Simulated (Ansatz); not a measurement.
Two members of one family (BH3 adduct), computed with Ansatz in the gas phase. The two geometries come from different levels. Binding counts from free atoms in the multiplicity of their measured ground term, without zero-point energy. A dash marks a value that wasn't run or was left out as unsound. The structures are stationary points that may keep the symmetry of their start.

First: B(PH3)H3 (singlet, charge 0, PBE0-D4/def2-TZVP geometry).

Cartesian coordinates in Å:
```
B 0.7620 -0.7864 0.0202
P -0.5676 0.5845 -0.0158
H -0.4727 1.5727 -1.0146
H -0.6982 1.4080 1.1203
H -1.9119 0.2007 -0.1870
H 1.7974 -0.1793 0.1689
H 0.6476 -1.3281 -1.0553
H 0.4436 -1.4721 0.9633
```

| level | HOMO (eV) | LUMO (eV) | gap (eV) | vertical IE (eV) | binding per atom (eV) |
| --- | --- | --- | --- | --- | --- |
| LDA (SPW92)/def2-TZVP | -7.33 | -0.62 | 6.71 | – | 3.33 |
| PBE-D4/def2-SVP | -7.11 | -0.13 | 6.98 | – | 2.97 |
| PBE-D4/def2-TZVP | -7.30 | -0.49 | 6.82 | 10.82 | 2.99 |
| PBE0-D4/def2-SVP | -8.48 | 0.79 | 9.27 | – | 2.96 |
| PBE0-D4/def2-TZVP | -8.62 | 0.43 | 9.05 | 11.02 | 2.97 |

Second: B(PF3)H3 (singlet, charge 0, B3LYP-D4/def2-SVP geometry).

```xyz
8

B     0.761    0.540   -0.595
P    -0.518   -0.368    0.403
F    -1.056   -1.742   -0.153
F    -1.886    0.362    0.687
F    -0.135   -0.803    1.870
H     0.957    1.537    0.072
H     0.194    0.725   -1.654
H     1.684   -0.251   -0.631
```

Problem. Estimate the same table for the second.

Solution. 
| level | HOMO (eV) | LUMO (eV) | gap (eV) | vertical IE (eV) | binding per atom (eV) |
| --- | --- | --- | --- | --- | --- |
| LDA (SPW92)/def2-TZVP | -8.51 | -1.48 | 7.03 | – | 4.28 |
| PBE-D4/def2-SVP | -8.26 | -0.89 | 7.37 | – | 3.68 |
| PBE-D4/def2-TZVP | -8.41 | -1.22 | 7.19 | 11.99 | 3.74 |
| PBE0-D4/def2-SVP | -9.74 | -0.01 | 9.74 | – | 3.54 |
| PBE0-D4/def2-TZVP | -9.80 | -0.24 | 9.56 | 12.29 | 3.62 |
